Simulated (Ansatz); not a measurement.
cyclo-(F2SnO)3 (Sn₃O₃F₆). Charge 0, multiplicity 3. Geometry PBE-D4/def2-SVP, that of the neutral singlet; atoms count from 1.

```xyz
12

Sn   -0.1718    1.3445    1.4753
F     0.6064    3.1102    1.5717
F    -1.1563    1.0779    3.1168
O     1.3060    0.0246    1.2813
Sn    1.1171   -1.6626    0.2411
F     2.8793   -2.3411   -0.1563
F     0.2064   -3.0041    1.2984
O     0.1057   -1.3696   -1.4472
Sn   -0.9516    0.2875   -1.7559
F     0.0712    1.5002   -2.8658
F    -2.5689   -0.1514   -2.7119
O    -1.4436    1.1838   -0.0475
```

In the def2 sets Sn takes a core potential; there is no spin–orbit coupling. At PBE0-D4/def2-SVP a singlet of charge 0 lies 4.10 eV below the triplet at the same geometry.

Problem. Estimate the Mulliken populations from the PBE0/def2-SVP orbitals of Ansatz.

Solution. 
```tsv
atom	charge (e)	spin (α − β)
Sn1	1.27	0.20
F2	-0.39	0.04
F3	-0.39	0.04
O4	-0.37	0.78
Sn5	1.26	0.20
F6	-0.39	0.04
F7	-0.40	0.04
O8	-0.57	0.28
Sn9	1.36	0.09
F10	-0.40	0.02
F11	-0.39	0.03
O12	-0.59	0.23
```
Mulliken values and Mayer orders depend strongly on the basis.

Problem. Where does the spin sit?

Solution. Summed by element: Sn 0.49, F 0.21, O 1.30, of 2 unpaired in all. Largest on single atoms: O4 0.78, O8 0.28, O12 0.23.

Problem. And the Mayer bond orders between bonded heavy atoms (over 0.3)?

Solution. Sn1–F2 0.92 (1.93 Å); Sn1–F3 0.92 (1.93 Å); Sn1–O4 0.60 (1.99 Å); Sn1–O12 0.83 (1.99 Å); O4–Sn5 0.60 (1.99 Å); Sn5–F6 0.91 (1.93 Å); Sn5–F7 0.91 (1.94 Å); Sn5–O8 0.82 (1.99 Å); O8–Sn9 0.81 (1.99 Å); Sn9–F10 0.91 (1.94 Å); Sn9–F11 0.92 (1.93 Å); Sn9–O12 0.82 (1.99 Å).
